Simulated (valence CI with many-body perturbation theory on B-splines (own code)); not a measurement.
**Rh³⁹⁺: electric-dipole lines**

Level of theory: configuration interaction combined with many-body perturbation theory (CI+MBPT): four valence electrons over a frozen Dirac-Fock core [He], a basis of 11 s, 11 p, 9 d, 7 f, 5 g, 2 h, 1 i functions for each j, with the one-electron correlation potential Σ1 (screened to all orders), the two-electron term Σ2, the three-electron term Σ3, Breit, model QED; selected single and double excitations, second order for the rest (own B-spline code, finite nucleus).

The last digits are not significant, and no measured levels were compared; by estimate large intervals hold to a few tenths of a per cent, small ones and those within an open d or f shell to about a per cent. Among the levels kept, up to 270 cm⁻¹ of a level comes from second order outside the variational space, and about a tenth of that is noise between levels of different J, which matters for small intervals.

Lines 201 to 238 of 238 in falling wavelength, among levels below 3806.0 eV, chosen from the strongest by gf and those to the six lowest levels. Wavelengths and rates use the calculated energies. Electric multipoles are in the length gauge, E1 and E2 with the static RPA response of the core. Weak lines are less certain than strong ones. Lines between different terms over intervals too small for the method are left out, as are lines whose strength nearly cancels. The highest levels of a list are the least certain.

Levels are named by their leading jj configuration (3d3/2^4 stands for four electrons in 3d with j = 3/2), which in mixed levels can hold well under half, so a name can repeat and another be missing. Letters in brackets count levels of one name in rising energy.

```
λ vac (nm)                           Upper                   Lower   A (s⁻¹)  S (a.u.)
    0.3537          (2s^2 2p3/2 3d3/2) J=1  (2s^2 2p1/2 2p3/2) J=1  1.31e+14  8.59e-03
    0.3536          (2s^2 2p3/2 3d3/2) J=0  (2s^2 2p1/2 2p3/2) J=1  1.77e+14  3.86e-03
    0.3536      (2s 2p1/2 2p3/2 3p1/2) J=3  (2s^2 2p1/2 2p3/2) J=2  1.52e+13  2.32e-03
    0.3532  (2s 2p1/2 2p3/2 3d3/2) J=3 [c]  (2s 2p1/2^2 2p3/2) J=2  1.54e+12  2.35e-04
    0.3531          (2s^2 2p3/2 3d5/2) J=3  (2s^2 2p1/2 2p3/2) J=2  1.20e+13  1.82e-03
    0.3529          (2s^2 2p3/2 3d5/2) J=2  (2s^2 2p1/2 2p3/2) J=1  5.13e+12  5.56e-04
    0.3528          (2s 2p1/2^2 3p1/2) J=1      (2s^2 2p1/2^2) J=0  5.03e+12  3.27e-04
    0.3519  (2s 2p1/2 2p3/2 3p1/2) J=2 [b]  (2s^2 2p1/2 2p3/2) J=2  1.85e+13  1.99e-03
    0.3517  (2s 2p1/2 2p3/2 3p3/2) J=3 [a]  (2s^2 2p1/2 2p3/2) J=2  4.32e+12  6.49e-04
    0.3513          (2s^2 2p3/2 3d5/2) J=1  (2s^2 2p1/2 2p3/2) J=1  2.71e+12  1.74e-04
    0.3506  (2s 2p1/2 2p3/2 3p1/2) J=2 [b]  (2s^2 2p1/2 2p3/2) J=1  4.87e+12  5.18e-04
    0.3504  (2s 2p1/2 2p3/2 3p3/2) J=2 [a]  (2s^2 2p1/2 2p3/2) J=2  1.50e+12  1.59e-04
    0.3499  (2s 2p1/2 2p3/2 3p3/2) J=1 [a]  (2s^2 2p1/2 2p3/2) J=1  4.34e+13  2.75e-03
    0.3496  (2s 2p1/2 2p3/2 3p1/2) J=2 [c]  (2s^2 2p1/2 2p3/2) J=2  2.17e+13  2.29e-03
    0.3495  (2s 2p1/2 2p3/2 3p1/2) J=1 [b]  (2s^2 2p1/2 2p3/2) J=2  3.69e+12  2.33e-04
    0.3491  (2s 2p1/2 2p3/2 3p3/2) J=2 [a]  (2s^2 2p1/2 2p3/2) J=1  4.32e+13  4.53e-03
    0.3486  (2s 2p1/2 2p3/2 3p3/2) J=2 [b]  (2s^2 2p1/2 2p3/2) J=2  3.82e+13  4.00e-03
    0.3486  (2s 2p1/2 2p3/2 3p3/2) J=0 [a]  (2s^2 2p1/2 2p3/2) J=1  1.51e+13  3.15e-04
    0.3483  (2s 2p1/2 2p3/2 3p1/2) J=2 [c]  (2s^2 2p1/2 2p3/2) J=1  4.51e+12  4.70e-04
    0.3482  (2s 2p1/2 2p3/2 3p1/2) J=1 [b]  (2s^2 2p1/2 2p3/2) J=1  1.60e+13  9.99e-04
    0.3479  (2s 2p1/2 2p3/2 3p3/2) J=1 [b]  (2s^2 2p1/2 2p3/2) J=2  7.98e+13  4.98e-03
    0.3477  (2s 2p1/2 2p3/2 3p3/2) J=3 [b]  (2s^2 2p1/2 2p3/2) J=2  4.45e+13  6.47e-03
    0.3477      (2s 2p1/2 2p3/2 3p1/2) J=0  (2s^2 2p1/2 2p3/2) J=1  8.64e+13  1.79e-03
    0.3474          (2s 2p1/2^2 3p3/2) J=1      (2s^2 2p1/2^2) J=0  7.35e+13  4.57e-03
    0.3473  (2s 2p1/2 2p3/2 3p3/2) J=2 [b]  (2s^2 2p1/2 2p3/2) J=1  3.17e+12  3.27e-04
    0.3471  (2s 2p1/2 2p3/2 3p1/2) J=1 [c]  (2s^2 2p1/2 2p3/2) J=2  2.09e+13  1.30e-03
    0.3466  (2s 2p1/2 2p3/2 3p3/2) J=1 [b]  (2s^2 2p1/2 2p3/2) J=1  4.68e+12  2.88e-04
    0.3459  (2s 2p1/2 2p3/2 3p1/2) J=1 [c]  (2s^2 2p1/2 2p3/2) J=1  5.27e+12  3.23e-04
    0.3448  (2s 2p1/2 2p3/2 3p3/2) J=2 [c]  (2s^2 2p1/2 2p3/2) J=2  8.70e+12  8.80e-04
    0.3447  (2s 2p1/2 2p3/2 3p3/2) J=3 [c]  (2s^2 2p1/2 2p3/2) J=2  2.56e+13  3.62e-03
    0.3440  (2s 2p1/2 2p3/2 3p3/2) J=1 [c]  (2s^2 2p1/2 2p3/2) J=2  1.46e+12  8.80e-05
    0.3439  (2s 2p1/2 2p3/2 3p3/2) J=2 [d]  (2s^2 2p1/2 2p3/2) J=2  1.87e+13  1.87e-03
    0.3436  (2s 2p1/2 2p3/2 3p3/2) J=2 [c]  (2s^2 2p1/2 2p3/2) J=1  1.69e+13  1.69e-03
    0.3427  (2s 2p1/2 2p3/2 3p3/2) J=1 [c]  (2s^2 2p1/2 2p3/2) J=1  2.30e+13  1.37e-03
    0.3426  (2s 2p1/2 2p3/2 3p3/2) J=2 [d]  (2s^2 2p1/2 2p3/2) J=1  8.44e+12  8.38e-04
    0.3398          (2p1/2^2 2p3/2 3s) J=2  (2s^2 2p1/2 2p3/2) J=2  1.45e+12  1.40e-04
    0.3385          (2p1/2^2 2p3/2 3s) J=2  (2s^2 2p1/2 2p3/2) J=1  1.26e+12  1.20e-04
    0.3292  (2s 2p1/2 2p3/2 3p3/2) J=1 [d]      (2s^2 2p1/2^2) J=0  1.24e+12  6.53e-05
```
